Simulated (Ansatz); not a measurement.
Ansatz (a first-principles code) input (B3LYP-D3(BJ)/def2-TZVP):

Ansatz 0.2 input:
```yaml
crystal:
  periodic: [false, false, false]
  atoms:
    - {symbol: C, position_ang: [3.71639319, -0.18083908, 0.22940630]}
    - {symbol: C, position_ang: [2.35372750, -0.76725058, 0.19243264]}
    - {symbol: C, position_ang: [1.24729237, 0.25365020, -0.08098737]}
    - {symbol: C, position_ang: [-0.14945728, -0.35899558, -0.08199050]}
    - {symbol: C, position_ang: [-1.25480399, 0.66871786, -0.35037616]}
    - {symbol: C, position_ang: [-2.61931056, 0.05519518, -0.39513685]}
    - {symbol: C, position_ang: [-3.61989091, 0.35042736, 0.42459188]}
    - {symbol: H, position_ang: [3.86414228, 0.85588384, 0.50233549]}
    - {symbol: H, position_ang: [4.59419834, -0.80004221, 0.10624809]}
    - {symbol: H, position_ang: [2.31129759, -1.56746334, -0.55620643]}
    - {symbol: H, position_ang: [2.13448154, -1.26923957, 1.15024740]}
    - {symbol: H, position_ang: [1.43587863, 0.73805738, -1.04427544]}
    - {symbol: H, position_ang: [1.29736621, 1.04507002, 0.67461778]}
    - {symbol: H, position_ang: [-0.34050276, -0.84452452, 0.88011509]}
    - {symbol: H, position_ang: [-0.20022836, -1.14957291, -0.83850828]}
    - {symbol: H, position_ang: [-1.22680251, 1.44878055, 0.41576707]}
    - {symbol: H, position_ang: [-1.04747521, 1.16076031, -1.30818474]}
    - {symbol: H, position_ang: [-2.77215114, -0.70246518, -1.16067686]}
    - {symbol: H, position_ang: [-3.51094290, 1.09700288, 1.20369912]}
    - {symbol: H, position_ang: [-4.58296345, -0.13767928, 0.34718182]}
basis:
  gaussian:
    orbitals: def2-TZVP
hamiltonian:
  xc: b3lyp
  dispersion: d3bj
magnetization: {spin_polarized: true, initial_magnetization: 1}
phonons: {temperatures: {t_min: 298.15, t_max: 298.15, t_step: 100}}
```

Output:

```
Functional definition: B3LYP
integrals: 0.27 GiB planned
1832 factors; their error is unknown
0.37 GiB of the device are held for the grids
1.92 GiB of device memory are held for the factors and their scratch space
mean field: 2.31 GiB planned
mean field evaluation 1: about -7454.7232 eV, gradient 6.0e1 eV
mean field evaluation 2: about -7445.1352 eV, gradient 7.2e1 eV
mean field evaluation 4: about -7472.0850 eV, gradient 6.0e0 eV
mean field evaluation 8: about -7472.2496 eV, gradient 7.1e-2 eV
mean field evaluation 16: about -7472.1995 eV, gradient 4.1e-4 eV
mean field -7472.19947373 eV, -274.5982658209 hartree, gradient 8.5e-5 eV, S^2 0.753970; 0 other end points of the search recorded, 0 dependent functions left out
the calculation of the forces begins
reference -7472.19983404 eV, -274.5982790621 hartree; 28, 27 occupied and 267, 268 virtual orbitals, 1832 factors
these checks for a lower state are left out or cut short: stability, starts, cluster_reference, orbital_swaps, neighbouring_geometries, increment
integrals: 0.27 GiB planned
1832 factors; their error is unknown
0.37 GiB of the device are held for the grids
1.92 GiB of device memory are held for the factors and their scratch space
mean field: 2.31 GiB planned
mean field -7472.19936616 eV, -274.5982618679 hartree, gradient 3.3e-6 eV, S^2 0.753966; 0 other end points of the search recorded, 0 dependent functions left out
the calculation of the forces begins
reference -7472.19972644 eV, -274.5982751077 hartree; 28, 27 occupied and 267, 268 virtual orbitals, 1832 factors
these checks for a lower state are left out or cut short: stability, starts, cluster_reference, orbital_swaps, neighbouring_geometries, increment
integrals: 0.27 GiB planned
1832 factors; their error is unknown
0.37 GiB of the device are held for the grids
1.92 GiB of device memory are held for the factors and their scratch space
mean field: 2.31 GiB planned
mean field evaluation 32: about -7472.1992 eV, gradient 1.6e-6 eV
mean field -7472.19924307 eV, -274.5982573444 hartree, gradient 1.6e-6 eV, S^2 0.753975; 0 other end points of the search recorded, 0 dependent functions left out
the calculation of the forces begins
reference -7472.19960343 eV, -274.5982705871 hartree; 28, 27 occupied and 267, 268 virtual orbitals, 1832 factors
these checks for a lower state are left out or cut short: stability, starts, cluster_reference, orbital_swaps, neighbouring_geometries, increment
integrals: 0.27 GiB planned
1832 factors; their error is unknown
0.37 GiB of the device are held for the grids
1.92 GiB of device memory are held for the factors and their scratch space
mean field: 2.31 GiB planned
mean field -7472.19929002 eV, -274.5982590695 hartree, gradient 1.6e-6 eV, S^2 0.753968; 0 other end points of the search recorded, 0 dependent functions left out
the calculation of the forces begins
reference -7472.19965034 eV, -274.5982723112 hartree; 28, 27 occupied and 267, 268 virtual orbitals, 1832 factors
these checks for a lower state are left out or cut short: stability, starts, cluster_reference, orbital_swaps, neighbouring_geometries, increment
integrals: 0.27 GiB planned
1832 factors; their error is unknown
0.37 GiB of the device are held for the grids
1.92 GiB of device memory are held for the factors and their scratch space
mean field: 2.31 GiB planned
mean field -7472.19930104 eV, -274.5982594745 hartree, gradient 1.6e-6 eV, S^2 0.753973; 0 other end points of the search recorded, 0 dependent functions left out
[...]
1832 factors; their error is unknown
0.37 GiB of the device are held for the grids
1.92 GiB of device memory are held for the factors and their scratch space
mean field: 2.31 GiB planned
mean field -7472.19942707 eV, -274.5982641060 hartree, gradient 1.6e-6 eV, S^2 0.753970; 0 other end points of the search recorded, 0 dependent functions left out
the calculation of the forces begins
reference -7472.19978742 eV, -274.5982773487 hartree; 28, 27 occupied and 267, 268 virtual orbitals, 1832 factors
these checks for a lower state are left out or cut short: stability, starts, cluster_reference, orbital_swaps, neighbouring_geometries, increment
integrals: 0.27 GiB planned
1832 factors; their error is unknown
0.37 GiB of the device are held for the grids
1.92 GiB of device memory are held for the factors and their scratch space
mean field: 2.31 GiB planned
mean field evaluation 800: about -7472.1994 eV, gradient 7.3e-3 eV
mean field -7472.19941088 eV, -274.5982635111 hartree, gradient 1.6e-6 eV, S^2 0.753970; 0 other end points of the search recorded, 0 dependent functions left out
the calculation of the forces begins
reference -7472.19977115 eV, -274.5982767509 hartree; 28, 27 occupied and 267, 268 virtual orbitals, 1832 factors
these checks for a lower state are left out or cut short: stability, starts, cluster_reference, orbital_swaps, neighbouring_geometries, increment
integrals: 0.27 GiB planned
1832 factors; their error is unknown
0.37 GiB of the device are held for the grids
1.92 GiB of device memory are held for the factors and their scratch space
mean field: 2.31 GiB planned
mean field -7472.19943249 eV, -274.5982643053 hartree, gradient 1.6e-6 eV, S^2 0.753970; 0 other end points of the search recorded, 0 dependent functions left out
the calculation of the forces begins
reference -7472.19979285 eV, -274.5982775484 hartree; 28, 27 occupied and 267, 268 virtual orbitals, 1832 factors
these checks for a lower state are left out or cut short: stability, starts, cluster_reference, orbital_swaps, neighbouring_geometries, increment
integrals: 0.27 GiB planned
1832 factors; their error is unknown
0.37 GiB of the device are held for the grids
1.92 GiB of device memory are held for the factors and their scratch space
mean field: 2.31 GiB planned
mean field -7472.19939593 eV, -274.5982629619 hartree, gradient 1.6e-6 eV, S^2 0.753970; 0 other end points of the search recorded, 0 dependent functions left out
the calculation of the forces begins
reference -7472.19975620 eV, -274.5982762014 hartree; 28, 27 occupied and 267, 268 virtual orbitals, 1832 factors
these checks for a lower state are left out or cut short: stability, starts, cluster_reference, orbital_swaps, neighbouring_geometries, increment
integrals: 0.27 GiB planned
1832 factors; their error is unknown
0.37 GiB of the device are held for the grids
1.92 GiB of device memory are held for the factors and their scratch space
mean field: 2.31 GiB planned
mean field -7472.19936259 eV, -274.5982617365 hartree, gradient 1.6e-6 eV, S^2 0.753970; 0 other end points of the search recorded, 0 dependent functions left out
the calculation of the forces begins
reference -7472.19972284 eV, -274.5982749755 hartree; 28, 27 occupied and 267, 268 virtual orbitals, 1832 factors
these checks for a lower state are left out or cut short: stability, starts, cluster_reference, orbital_swaps, neighbouring_geometries, increment
integrals: 0.27 GiB planned
1832 factors; their error is unknown
0.37 GiB of the device are held for the grids
1.92 GiB of device memory are held for the factors and their scratch space
mean field: 2.31 GiB planned
mean field -7472.19940814 eV, -274.5982634103 hartree, gradient 1.6e-6 eV, S^2 0.753970; 0 other end points of the search recorded, 0 dependent functions left out
the calculation of the forces begins
reference -7472.19976851 eV, -274.5982766539 hartree; 28, 27 occupied and 267, 268 virtual orbitals, 1832 factors
these checks for a lower state are left out or cut short: stability, starts, cluster_reference, orbital_swaps, neighbouring_geometries, increment
integrals: 0.27 GiB planned
1832 factors; their error is unknown
0.37 GiB of the device are held for the grids
1.92 GiB of device memory are held for the factors and their scratch space
mean field: 2.31 GiB planned
mean field evaluation 832: about -7472.2558 eV, gradient 6.3e-4 eV
mean field -7472.19943931 eV, -274.5982645560 hartree, gradient 1.6e-6 eV, S^2 0.753970; 0 other end points of the search recorded, 0 dependent functions left out
the calculation of the forces begins
reference -7472.19979959 eV, -274.5982777960 hartree; 28, 27 occupied and 267, 268 virtual orbitals, 1832 factors
these checks for a lower state are left out or cut short: stability, starts, cluster_reference, orbital_swaps, neighbouring_geometries, increment
integrals: 0.27 GiB planned
1832 factors; their error is unknown
0.37 GiB of the device are held for the grids
1.92 GiB of device memory are held for the factors and their scratch space
mean field: 2.31 GiB planned
mean field -7472.19944708 eV, -274.5982648414 hartree, gradient 1.6e-6 eV, S^2 0.753970; 0 other end points of the search recorded, 0 dependent functions left out
the calculation of the forces begins
reference -7472.19980743 eV, -274.5982780840 hartree; 28, 27 occupied and 267, 268 virtual orbitals, 1832 factors
these checks for a lower state are left out or cut short: stability, starts, cluster_reference, orbital_swaps, neighbouring_geometries, increment
integrals: 0.27 GiB planned
1832 factors; their error is unknown
0.37 GiB of the device are held for the grids
1.92 GiB of device memory are held for the factors and their scratch space
mean field: 2.31 GiB planned
mean field -7472.19946614 eV, -274.5982655419 hartree, gradient 1.6e-6 eV, S^2 0.753970; 0 other end points of the search recorded, 0 dependent functions left out
the calculation of the forces begins
reference -7472.19982644 eV, -274.5982787827 hartree; 28, 27 occupied and 267, 268 virtual orbitals, 1832 factors
these checks for a lower state are left out or cut short: stability, starts, cluster_reference, orbital_swaps, neighbouring_geometries, increment
integrals: 0.27 GiB planned
1832 factors; their error is unknown
0.37 GiB of the device are held for the grids
1.92 GiB of device memory are held for the factors and their scratch space
mean field: 2.31 GiB planned
mean field -7472.19945522 eV, -274.5982651406 hartree, gradient 1.6e-6 eV, S^2 0.753970; 0 other end points of the search recorded, 0 dependent functions left out
the calculation of the forces begins
reference -7472.19981555 eV, -274.5982783824 hartree; 28, 27 occupied and 267, 268 virtual orbitals, 1832 factors
Total energy: -7472.90959215 eV, -274.6243621916 hartree
Atom 0 at     3.716393    -0.180839     0.229406 Å, force    -0.000547    -0.000530     0.000012 eV/Å
Atom 1 at     2.353728    -0.767251     0.192433 Å, force     0.000160     0.000300    -0.000174 eV/Å
Atom 2 at     1.247292     0.253650    -0.080987 Å, force     0.000006    -0.000219     0.000235 eV/Å
Atom 3 at    -0.149457    -0.358996    -0.081991 Å, force    -0.000198     0.000193    -0.000011 eV/Å
Atom 4 at    -1.254804     0.668718    -0.350376 Å, force    -0.000172    -0.000074    -0.000314 eV/Å
Atom 5 at    -2.619311     0.055195    -0.395137 Å, force     0.000355    -0.000053     0.000430 eV/Å
Atom 6 at    -3.619891     0.350427     0.424592 Å, force    -0.000274     0.001044    -0.000652 eV/Å
Atom 7 at     3.864142     0.855884     0.502335 Å, force     0.000039     0.001420     0.000222 eV/Å
Atom 8 at     4.594198    -0.800042     0.106248 Å, force     0.000400    -0.000785     0.000091 eV/Å
Atom 9 at     2.311298    -1.567463    -0.556206 Å, force    -0.000017     0.000063    -0.000407 eV/Å
Atom 10 at     2.134482    -1.269240     1.150247 Å, force    -0.000133    -0.000357    -0.000009 eV/Å
Atom 11 at     1.435879     0.738057    -1.044275 Å, force     0.000053    -0.000055    -0.000150 eV/Å
Atom 12 at     1.297366     1.045070     0.674618 Å, force     0.000100     0.000167    -0.000058 eV/Å
Atom 13 at    -0.340503    -0.844525     0.880115 Å, force    -0.000043     0.000115     0.000247 eV/Å
Atom 14 at    -0.200228    -1.149573    -0.838508 Å, force     0.000011    -0.000245    -0.000029 eV/Å
Atom 15 at    -1.226803     1.448781     0.415767 Å, force     0.000119     0.000194     0.000131 eV/Å
Atom 16 at    -1.047475     1.160760    -1.308185 Å, force     0.000126     0.000059    -0.000026 eV/Å
Atom 17 at    -2.772151    -0.702465    -1.160677 Å, force    -0.000067    -0.000328     0.000065 eV/Å
Atom 18 at    -3.510943     1.097003     1.203699 Å, force     0.000269    -0.000427     0.000433 eV/Å
Atom 19 at    -4.582963    -0.137679     0.347182 Å, force    -0.000187    -0.000482    -0.000034 eV/Å
Dipole moment:     0.029274    -0.035340    -0.008620 e Å
Vibrations: 59.76 70.29 97.63 120.53 134.08 153.17 281.53 334.14 435.68 458.68 493.14 659.71 732.15 771.53 871.59 909.64 944.75 949.58 1013.88 1029.74 1049.50 1060.90 1073.98 1089.74 1149.35 1206.87 1261.33 1273.04 1319.68 1321.54 1332.48 1338.96 1379.87 1399.91 1458.31 1463.96 1467.72 1484.23 1491.21 1508.87 1709.29 2917.20 2999.81 3001.87 3007.41 3017.62 3030.31 3045.47 3063.79 3119.70 3132.50 3142.02 3213.88 3240.81 cm⁻¹, zero-point energy 4.853629 eV
```

It need not be the lowest isomer of its formula.
